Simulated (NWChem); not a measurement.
System: C2H2F2OSi; SMILES C1(F)[Si@@H](OC=1)F

NWChem printed, in part:

```
             Northwest Computational Chemistry Package (NWChem) 7.3.0
             --------------------------------------------------------

 C1  symmetry detected

                             Geometry "geometry" -> ""
                             -------------------------

 Output coordinates in angstroms (scale by  1.889725989 to convert to a.u.)

  No.       Tag          Charge          X              Y              Z
 ---- ---------------- ---------- -------------- -------------- --------------
    1 F                    9.0000    -0.93405043    -2.12437505    -0.05156531
    2 C                    6.0000    -0.19339286    -1.03191377    -0.03733077
    3 C                    6.0000     1.12660143    -0.87780815    -0.26509274
    4 O                    8.0000     1.44991038     0.46275791    -0.09322575
    5 Si                  14.0000    -0.15999407     0.75325852     0.42670266
    6 F                    9.0000    -0.91352371     1.85573116    -0.47318242
    7 H                    1.0000     1.93197891    -1.57330927    -0.52108106
    8 H                    1.0000    -0.26242919     1.20175326     1.83032046

 Effective nuclear repulsion energy (a.u.)     296.0597462746

                                 NWChem DFT Module
                                 -----------------

 Summary of "ao basis" -> "ao basis" (spherical)
 ------------------------------------------------------------------------------
       Tag                 Description            Shells   Functions and Types
 ---------------- ------------------------------  ------  ---------------------
 F                          def2-svp                 6       14   3s2p1d
 C                          def2-svp                 6       14   3s2p1d
 O                          def2-svp                 6       14   3s2p1d
 Si                         def2-svp                 8       18   4s3p1d
 H                          def2-svp                 3        5   2s1p

            General Information
            -------------------
          SCF calculation type: DFT
          Wavefunction type:  closed shell.
          No. of atoms     :     8
          No. of electrons :    54
           Alpha electrons :    27
            Beta electrons :    27
          Charge           :     0
          Spin multiplicity:     1
          Use of symmetry is: off; symmetry adaption is: off
          Maximum number of iterations: 150
          AO basis - number of functions:    98
                     number of shells:    44
          Convergence on energy requested:  1.00D-06
          Convergence on density requested:  1.00D-05
          Convergence on gradient requested:  5.00D-04

              XC Information
              --------------
                       M06-2X Method XC Functional
                     Hartree-Fock (Exact) Exchange  0.540
                        M06-2X Exchange Functional  1.000
                      M06-2X Correlation Potential  1.000

             Grid Information
             ----------------
          Grid used for XC integration:  medium
          Radial quadrature: Mura-Knowles
          Angular quadrature: Lebedev.
          Tag              B.-S. Rad. Rad. Pts. Rad. Cut. Ang. Pts.
          ---              ---------- --------- --------- ---------
          F                   0.50       49          11.0       434
          C                   0.70       49          10.0       434
          O                   0.60       49           8.0       434
          Si                  1.10       88          10.0       590
          H                   0.35       45          11.0       434
          Grid pruning is: on
          Number of quadrature shells:   423
          Spatial weights used:  Erf1

      Superposition of Atomic Density Guess
      -------------------------------------

 Sum of atomic energies:        -638.26290002

      Non-variational initial energy
      ------------------------------

 Total energy =    -640.632596
 1-e energy   =   -1472.893212
 2-e energy   =     536.200869
 HOMO         =      -0.254177
 LUMO         =       0.030810

     ---------------------------------------------
      Total Density - Mulliken Population Analysis
     ---------------------------------------------

    Atom       Charge   Shell Charges
 -----------   ------   -------------------------------------------------------
    1 F    9     9.34   1.99  1.14  0.76  3.42  2.02  0.01
    2 C    6     5.89   1.99  0.94  0.32  1.78  0.79  0.07
    3 C    6     5.73   1.99  0.94  0.28  1.76  0.70  0.06
    4 O    8     8.76   1.99  1.11  0.71  3.01  1.93  0.01
    5 Si  14    12.72   2.00  1.99  0.89  0.22  5.93  0.87  0.50  0.31
    6 F    9     9.56   1.99  1.15  0.78  3.51  2.13  0.00
    7 H    1     0.92   0.67  0.23  0.02
    8 H    1     1.08   0.69  0.38  0.01

   convergence    iter        energy       DeltaE   RMS-Dens  Diis-err
 ---------------- ----- ----------------- --------- --------- ---------
 d= 0,ls=0.0,diis     1   -641.2223278141 -9.37D+02  1.31D-02  9.38D-01
 d= 0,ls=0.0,diis     2   -641.2229744007 -6.47D-04  6.50D-03  1.22D+00
 d= 0,ls=0.0,diis     3   -641.3324781283 -1.10D-01  1.30D-03  2.01D-02
 d= 0,ls=0.0,diis     4   -641.3340166202 -1.54D-03  5.75D-04  5.53D-03
 d= 0,ls=0.0,diis     5   -641.3345961329 -5.80D-04  1.78D-04  4.51D-04
  Resetting Diis
 d= 0,ls=0.0,diis     6   -641.3346444085 -4.83D-05  3.23D-05  6.53D-06
 d= 0,ls=0.0,diis     7   -641.3346454359 -1.03D-06  1.33D-05  6.01D-07
 d= 0,ls=0.0,diis     8   -641.3346454750 -3.91D-08  4.82D-06  4.89D-07

         Total DFT energy =     -641.334645474971
      One electron energy =    -1475.066075307193
           Coulomb energy =      599.631228528205
    Exchange-Corr. energy =      -61.959544970619
 Nuclear repulsion energy =      296.059746274636

 Numeric. integr. density =       54.000003879205

                       DFT Final Molecular Orbital Analysis
                       ------------------------------------

 Vector   25  Occ=2.000000D+00  E=-4.456531D-01
              MO Center=  1.1D+00,  2.6D-01, -1.3D-02, r^2= 2.1D+00
   Bfn.  Coefficient  Atom+Function         Bfn.  Coefficient  Atom+Function
  ----- ------------  ---------------      ----- ------------  ---------------
    46      0.509917  4 O  px                49      0.350150  4 O  px
    16      0.180218  2 C  s                 64     -0.171428  5 Si px
    17      0.162232  2 C  s                 89     -0.134476  7 H  s
     5      0.124068  1 F  py                19      0.122200  2 C  py
    44      0.122714  4 O  s                 78     -0.111220  6 F  px

 Vector   26  Occ=2.000000D+00  E=-3.886885D-01
              MO Center= -1.7D-01, -4.1D-01,  2.7D-01, r^2= 3.1D+00
   Bfn.  Coefficient  Atom+Function         Bfn.  Coefficient  Atom+Function
  ----- ------------  ---------------      ----- ------------  ---------------
    17      0.255963  2 C  s                 19      0.250940  2 C  py
    18     -0.246364  2 C  px                32      0.234499  3 C  px
    94     -0.220964  8 H  s                 65     -0.210979  5 Si py
     5      0.196486  1 F  py                 4     -0.187208  1 F  px
    31     -0.165157  3 C  s                 95     -0.161796  8 H  s

 Vector   27  Occ=2.000000D+00  E=-3.060536D-01
              MO Center=  5.0D-01, -6.5D-01, -1.2D-01, r^2= 2.2D+00
   Bfn.  Coefficient  Atom+Function         Bfn.  Coefficient  Atom+Function
  ----- ------------  ---------------      ----- ------------  ---------------
    20      0.365869  2 C  pz                48     -0.349487  4 O  pz
    51     -0.305619  4 O  pz                34      0.301066  3 C  pz
    23      0.262761  2 C  pz                 6      0.224684  1 F  pz
    37      0.205710  3 C  pz                 9     -0.194082  1 F  pz
    18      0.092398  2 C  px                19     -0.088859  2 C  py

 Vector   28  Occ=0.000000D+00  E= 1.468444D-02
              MO Center=  4.0D-01, -4.4D-01, -4.3D-03, r^2= 3.1D+00
   Bfn.  Coefficient  Atom+Function         Bfn.  Coefficient  Atom+Function
  ----- ------------  ---------------      ----- ------------  ---------------
    37      0.599901  3 C  pz                69     -0.444774  5 Si pz
    34      0.427012  3 C  pz                23     -0.362663  2 C  pz
    68      0.352868  5 Si py                95      0.326907  8 H  s
    20     -0.286501  2 C  pz                77     -0.233785  6 F  s
    31      0.147736  3 C  s                 67     -0.147026  5 Si px

 Vector   29  Occ=0.000000D+00  E= 4.163796D-02
              MO Center= -5.1D-01,  4.7D-01,  5.1D-01, r^2= 3.5D+00
   Bfn.  Coefficient  Atom+Function         Bfn.  Coefficient  Atom+Function
  ----- ------------  ---------------      ----- ------------  ---------------
    67      0.876319  5 Si px                17      0.869973  2 C  s
    60     -0.634293  5 Si s                 31     -0.533447  3 C  s
    45     -0.431774  4 O  s                 22      0.423279  2 C  py
    68      0.415586  5 Si py                95      0.289119  8 H  s
    35      0.287175  3 C  px                64      0.239574  5 Si px

[...]

                         DFT ENERGY GRADIENTS

    atom               coordinates                        gradient
                 x          y          z           x          y          z
   1 F      -1.765099  -4.014487  -0.097444    0.000268   0.001689   0.000236
   2 C      -0.365460  -1.950034  -0.070545   -0.003330  -0.002389   0.000300
   3 C       2.128968  -1.658817  -0.500953    0.002934   0.003790   0.000161
   4 O       2.739933   0.874486  -0.176171    0.003910  -0.003099  -0.001601
   5 Si     -0.302345   1.423452   0.806351   -0.003308  -0.003288  -0.000093
   6 F      -1.726310   3.506823  -0.894185   -0.001578   0.002778  -0.001605
   7 H       3.650911  -2.973123  -0.984700    0.001081  -0.000715  -0.000283
   8 H      -0.495919   2.270984   3.458804    0.000024   0.001233   0.002886
```

Level: M06-2X/def2-SVP. The geometry was optimised at PBE0/def2-SVP.

Question: Which NWChem input produces such a log?

Answer: One answer among several that fit: the input that was run:
```
start job
memory heap 200 mb stack 900 mb global 1100 mb
geometry units angstroms noautoz
  F     -0.925800    -2.125616    -0.050523
  C     -0.190510    -1.029450    -0.046446
  C      1.126447    -0.869426    -0.287331
  O      1.444688     0.473210    -0.122299
  Si    -0.161576     0.757167     0.412297
  F     -0.929223     1.853339    -0.483343
  H      1.932793    -1.561633    -0.549133
  H     -0.252754     1.209101     1.815588
end
basis spherical
  F library def2-svp
  C library def2-svp
  O library def2-svp
  Si library def2-svp
  H library def2-svp
end
dft
  xc m06-2x
  iterations 150
  mulliken
end
task dft gradient
```
